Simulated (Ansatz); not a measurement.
Reaction (formal hydrolysis of a Ga–O bond): `[SiH3][O][Ga]([Br])[Br]` + H₂O → `[OH][Ga]([Br])[Br]` + silanol

Program: Ansatz. Geometries: PBE0-D4/def2-TZVP. ΔE: electronic, gas phase. CCSD(T)/CBS is the MP2 limit (def2-TZVPP, def2-QZVPP) plus CCSD(T) − MP2 in def2-TZVPP, frozen cores. This one scheme is used for every species. For Br, Ga outer-core shells are correlated without core-valence functions, which leaves a few kJ/mol of doubt a bond. Scalar relativity is left out up to krypton. One conformer a species, not always the lowest.

```
                  species  CCSD(T)/CBS(def2) energy (Eh)
`[SiH3][O][Ga]([Br])[Br]`                    -7436.81787
                      H₂O                      -76.37941
     `[OH][Ga]([Br])[Br]`                    -7146.50037
                `O[SiH3]`                     -366.69042
```

Problem. Work out ΔE.

Solution. ΔE = (-7146.50037) + (-366.69042) − (-7436.81787) − (-76.37941) = 0.00649 Eh = +17.0 kJ/mol.

Largest T1 diagnostic among the species: 0.011.

From PBE to PBE0 (25 % exact exchange), in def2-TZVPP and without D4, ΔE moves by +4.6 kJ/mol. Leaving LDA and LC-ωPBE aside and taking each functional with its dispersion term where it has one, the values, not all of them listed here, spread over 11.5 kJ/mol, from PBE-D4 to BHLYP-D4.
